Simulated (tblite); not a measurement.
C₈H₁₀Si.
Atom-mapped SMILES: `[CH:1]#[C:2][C:3]1=[C:4]([SiH3:5])[CH2:6][C@H:7]1[CH:8]=[CH2:9]` (hydrogens: H10 on C1; H11, H12, H13 on Si5; H14, H15 on C6; H16 on C7; H17 on C8; H18, H19 on C9)

Computed with GFN2-xTB (tblite), gas phase: L-BFGS steps from a force-field or distance-geometry start until the largest atomic force falls under 0.01 eV/Å.

Step 18: E = -647.8211 eV
```
atom  x, y, z in Å  |  force x, y, z in eV/Å
C1     -1.1192    2.7351    1.0109    0.013  -0.029  -0.015
C2     -0.8032    1.6297    0.6557    0.016   0.053   0.003
C3     -0.4125    0.3571    0.2466    0.020   0.038   0.035
C4     -1.0572   -0.6965   -0.2947   -0.054  -0.039  -0.055
Si5    -2.8270   -1.0406   -0.7797   -0.051  -0.026  -0.044
C6      0.1996   -1.5315   -0.3677    0.039  -0.018   0.009
C7      0.9430   -0.3334    0.2878    0.039   0.020  -0.010
C8      2.0318    0.3099   -0.4981   -0.008   0.035   0.004
C9      3.1569    0.7512    0.0367   -0.002  -0.023   0.008
H10    -1.4131    3.6944    1.3122   -0.006   0.050   0.026
H11    -2.8063   -2.1754   -1.7071   -0.004  -0.009  -0.008
H12    -3.6263   -1.3907    0.3990    0.031   0.007   0.004
H13    -3.3946    0.1376   -1.4361    0.003   0.013   0.012
H14     0.1876   -2.4441    0.2254    0.012  -0.029   0.029
H15     0.5245   -1.7708   -1.3794    0.032   0.011   0.002
H16     1.2840   -0.5310    1.3078   -0.017  -0.025  -0.010
H17     1.8422    0.4327   -1.5576   -0.029  -0.019   0.031
H18     3.9267    1.2303   -0.5468   -0.061  -0.023   0.019
H19     3.3534    0.6452    1.0926    0.026   0.014  -0.039
```

Step 19: E = -647.8219 eV
```
atom  x, y, z in Å  |  force x, y, z in eV/Å
C1     -1.1192    2.7360    1.0109    0.011  -0.013  -0.009
C2     -0.8011    1.6316    0.6545    0.001   0.022   0.002
C3     -0.4139    0.3568    0.2471    0.029   0.020   0.010
C4     -1.0580   -0.6973   -0.2965   -0.025  -0.007  -0.035
Si5    -2.8285   -1.0418   -0.7823   -0.041  -0.016  -0.032
C6      0.2002   -1.5317   -0.3672    0.032  -0.011   0.007
C7      0.9426   -0.3333    0.2890    0.026   0.011  -0.008
C8      2.0323    0.3102   -0.4965   -0.032   0.024   0.013
C9      3.1585    0.7505    0.0375   -0.020  -0.013  -0.005
H10    -1.4123    3.6957    1.3135    0.002   0.033   0.018
H11    -2.8085   -2.1775   -1.7094   -0.005   0.003  -0.001
H12    -3.6258   -1.3901    0.3992    0.035   0.005  -0.008
H13    -3.3972    0.1387   -1.4356    0.011  -0.004   0.014
H14     0.1890   -2.4441    0.2266    0.007  -0.022   0.021
H15     0.5283   -1.7705   -1.3781    0.023   0.008   0.001
H16     1.2820   -0.5342    1.3090   -0.013  -0.008  -0.016
H17     1.8417    0.4334   -1.5564   -0.023  -0.020   0.050
H18     3.9234    1.2310   -0.5514   -0.045  -0.027   0.042
H19     3.3566    0.6459    1.0937    0.027   0.015  -0.064
```

Q: Estimate the geometry and energy of step 20. (The exact step hangs on the optimiser's Hessian estimate; all steps are aligned on step 19, rigid shifts and turns removed.)

A: E = -647.8225 eV, largest force 0.061 eV/Å
```
atom  x, y, z in Å  |  force x, y, z in eV/Å
C1     -1.1190    2.7367    1.0109    0.006   0.010  -0.002
C2     -0.7995    1.6330    0.6536   -0.008  -0.005  -0.001
C3     -0.4146    0.3566    0.2474    0.018   0.000  -0.016
C4     -1.0587   -0.6979   -0.2984    0.012   0.019  -0.012
Si5    -2.8305   -1.0429   -0.7848   -0.009  -0.002  -0.015
C6      0.2011   -1.5320   -0.3668    0.012  -0.004   0.004
C7      0.9425   -0.3331    0.2898   -0.004  -0.003   0.002
C8      2.0324    0.3109   -0.4946   -0.046   0.008   0.018
C9      3.1595    0.7498    0.0379   -0.031  -0.004  -0.014
H10    -1.4114    3.6970    1.3147    0.011   0.009   0.008
H11    -2.8108   -2.1790   -1.7113   -0.006   0.005  -0.002
H12    -3.6251   -1.3896    0.3991    0.033   0.002  -0.010
H13    -3.3996    0.1392   -1.4351    0.012  -0.009   0.011
H14     0.1899   -2.4446    0.2277    0.005  -0.008   0.010
H15     0.5318   -1.7702   -1.3771    0.016   0.004   0.003
H16     1.2801   -0.5367    1.3099   -0.005   0.003  -0.012
H17     1.8411    0.4337   -1.5542   -0.022  -0.015   0.043
H18     3.9202    1.2312   -0.5544   -0.017  -0.019   0.039
H19     3.3607    0.6471    1.0934    0.025   0.010  -0.055
```

The energy changes by -0.0006 eV. The first-order estimate −F·Δx gives -0.0008 eV and the mean of the old and new forces, exact on a quadratic surface, -0.0006 eV. The step makes an angle of 64° with the force vector and moves no atom by more than 0.004 Å.

What follows is the cost of the whole relaxation. Time: 2.3 s wall. Hardware: one thread, Arm Neoverse N1 (aarch64), no GPU (shared host).
